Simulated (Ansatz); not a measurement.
The same path of Cl3GeH + H4Si (10 atoms, charge 0, multiplicity 1) was run twice with different band settings. Lost on the way: Ge1–H2, Si6–H10. Made: Ge1–Si6, H2–H10.

Level of theory: Ansatz, RKS PBE0-D4/def2-SVP.

Relaxed end points:

```xyz
10
Properties=species:S:1:pos:R:3
Ge 0.701 -0.068 -0.227
H 1.010 0.065 1.261
Cl 2.490 0.102 -1.386
Cl -0.643 1.472 -0.862
Cl -0.198 -1.958 -0.655
Si -3.128 0.079 1.447
H -3.225 -0.595 0.122
H -4.064 -0.572 2.413
H -3.473 1.525 1.318
H -1.733 -0.050 1.973
```

```xyz
10
Properties=species:S:1:pos:R:3
Ge -0.646 -0.222 -0.756
H 0.014 0.536 2.851
Cl 1.239 -0.005 0.267
Cl -0.706 1.294 -2.282
Cl -0.597 -2.130 -1.750
Si -2.518 -0.056 0.704
H -3.728 -0.285 -0.134
H -2.378 -1.107 1.749
H -2.520 1.311 1.293
H -0.423 0.666 3.462
```

Common settings: spring 5.0 eV/Å²; optimiser quadratic models (default); start path through a guess of the saddle point; force threshold 0.05 eV/Å; iteration limit 60; end points relaxed.

| run | movable images | climbing image |
| --- | --- | --- |
| 1 | 9 | yes |
| 2 | 6 | no |

(1) What does each run give, and how far can it be trusted?

Results:

(1) Run 1: converged after 20 iterations, highest image 3.261 eV above the first end. Neighbouring images differ by up to 2.5 eV, so the band resolves the path poorly. A vibrational analysis at the climbing image gives one clearly imaginary mode, 1626i cm⁻¹: a first-order saddle point.
Run 2: converged after 13 iterations, highest image 1.959 eV above the first end. Neighbouring images differ by up to 1.7 eV, so the band resolves the path poorly. No image climbed, so the highest image needn't sit at the top of the path. A band with more images between the same ends climbed to 3.26 eV, so this one has probably stepped over the top.
The orbitals stay closed-shell, which can raise the energy where a bond breaks towards radicals; this wasn't checked here.
